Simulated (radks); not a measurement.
Neutral argon inside a hard spherical wall (all orbitals vanish at R), configuration held at [Ar] and not refilled when levels cross. All-electron calculation, scalar-relativistic Kohn-Sham, PBE, spin-unpolarised, spherical densities, finite nucleus; Fermi nuclear charge, rms radius 3.4274 fm. Program: a radial shooting solver on a logarithmic mesh with Libxc functionals. Eigenvalues in eV, with the zero of energy where the potential of the charges vanishes at infinity; a dash marks a level that is unbound or too diffuse for the functional's potential to be trusted. A positive occupied level is held by the wall or, in an anion where self-interaction has pushed it up, behind a barrier. The pressure on the wall is -dE/dV.

| R (bohr) | E (hartree) | kinetic (hartree) | e(2s) | e(2p) | e(3s) | e(3p) | e(4s, empty) | e(4p, empty) | pressure (GPa) |
|---|---|---|---|---|---|---|---|---|---|
| free | -529.22919 | 531.987 | -296.99 | -229.89 | -24.287 | -10.270 | - | - | 0 |
| 20 | -529.22919 | 531.987 | -296.99 | -229.89 | -24.287 | -10.270 | - | - | < 0.0001 |
| 15 | -529.22919 | 531.987 | -296.99 | -229.89 | -24.287 | -10.270 | - | - | < 0.0001 |
| 8 | -529.22909 | 531.988 | -296.98 | -229.88 | -24.279 | -10.262 | 0.792 | 3.064 | 0.00624 |
| 6 | -529.22598 | 532.017 | -296.79 | -229.69 | -24.136 | -10.120 | 3.294 | 6.949 | 0.364 |
| 3 | -528.47465 | 535.727 | -284.58 | -217.30 | -15.690 | -0.664 | 46.268 | 56.670 | 392 |
| 2.5 | -527.12437 | 540.975 | -272.28 | -204.75 | -6.261 | 10.044 | 85.288 | 97.085 | 1670 |
| 1.5 | -507.76765 | 595.303 | -197.67 | -127.23 | 89.123 | 110.24 | 399.25 | 397.58 | 58800 |
